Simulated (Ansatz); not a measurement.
Reaction (formal loss of a carbene): `C#[C][SnH]([CH3])[CH3]` → `C#[C][SnH2][CH3]` + `[CH2]` (triplet)

Calculated with Ansatz (gas phase, PBE0-D4/def2-TZVP geometries, no zero-point term in ΔE). CCSD(T)/CBS is the MP2 limit (def2-TZVPP, def2-QZVPP) plus CCSD(T) − MP2 in def2-TZVPP, frozen cores. This one scheme is used for every species. Functionals use def2-TZVPP. Triplets are unrestricted, without spin–orbit coupling. def2 core potentials past Kr. For Sn outer-core shells are correlated without core-valence functions, which leaves a few kJ/mol of doubt a bond.

`C#[C][SnH]([CH3])[CH3]`:

```xyz
13

C    -2.676   -1.171    0.988
C    -1.540   -0.805    0.807
Sn    0.421   -0.154    0.459
C     1.081   -1.062   -1.358
C     0.371    1.976    0.316
H    -3.678   -1.496    1.151
H     1.365   -0.667    1.790
H     1.044   -2.147   -1.265
H     2.104   -0.758   -1.582
H     0.431   -0.754   -2.176
H     1.373    2.367    0.141
H    -0.276    2.271   -0.511
H    -0.021    2.400    1.240
```

`C#[C][SnH2][CH3]`:

```xyz
10

C     1.034   -1.102   -2.374
C     0.860   -0.423   -1.390
Sn    0.527    0.729    0.319
C    -1.235   -0.009    1.266
H     1.190   -1.699   -3.243
H     1.899    0.570    1.320
H     0.345    2.350   -0.182
H    -2.079    0.073    0.582
H    -1.447    0.566    2.168
H    -1.093   -1.056    1.533
```

`[CH2]` (triplet):

Z-matrix (Å, degrees):
```
C
H 1 1.079
H 1 1.079 2 134.9
```

(1) Is it downhill or uphill in electronic energy at CCSD(T)/CBS, and by how much? (An estimate is asked.)

(2) What do these levels give: PBE-D4, r2SCAN-D4, ωB97X-V, PBE, r2SCAN, PBE0, SCS-MP2/def2-TZVPP, CCSD(T)/def2-TZVPP, HF/def2-QZVPP, SCS-MP2/def2-QZVPP, HF/CBS(def2), MP2/CBS(def2)? (An estimate is asked.)

Largest T1 diagnostic among the species: 0.013.

Results:

(1) Computed: Uphill: ΔE = +112.5 kcal/mol.

(2) The calculation gave: PBE-D4 112.1, r2SCAN-D4 105.4, ωB97X-V 112.8, PBE 110.6, r2SCAN 105.0, PBE0 108.5, SCS-MP2/def2-TZVPP 112.3, CCSD(T)/def2-TZVPP 108.8, HF/def2-QZVPP 74.4, SCS-MP2/def2-QZVPP 114.7, HF/CBS(def2) 74.4, MP2/CBS(def2) 116.7 kcal/mol.

From PBE to PBE0 (25 % exact exchange), in def2-TZVPP and without D4, ΔE moves by −2.1 kcal/mol. In def2-TZVPP, CCSD(T) changes the Hartree–Fock value by +34.4 kcal/mol (the triples alone add +2.9 kcal/mol) and MP2 by +38.6 kcal/mol. The D4 term adds +2.4 kcal/mol with B3LYP and +1.4 kcal/mol with PBE0; it sums over pairs of atoms, weighted by their polarisabilities, and B3LYP, whose exchange is more repulsive, gets the larger term.

B3LYP here is the variant with VWN-RPA as its local correlation; programs differ in this.
